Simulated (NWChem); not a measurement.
C3HClF2; SMILES C(=C=C(Cl)F)F

```xyz
7

F      0.3090    -2.8803    -0.4432
C      0.0756    -1.9515     0.4999
C     -0.1689    -0.6845     0.2339
C     -0.3947     0.5961     0.0333
F     -1.6093     1.1254    -0.1369
Cl     0.8498     1.8041    -0.0442
H      0.1119    -2.3795     1.5190
```
Atoms are numbered in this order, from 1.

Computed with NWChem. Coordinates come from a PBE-D3(BJ)/def2-SVP optimisation. Level: M06-2X/def2-SVP with COSMO at NWChem's default radii, gas-phase geometry; the question gives the dielectric constant.

Predict the results for dielectric constant 25.0. Quantities: electrostatic solvation energy (kcal/mol); dipole in solution (D).


- electrostatic solvation energy (kcal/mol): -2.3
- dipole in solution (D): 1.92
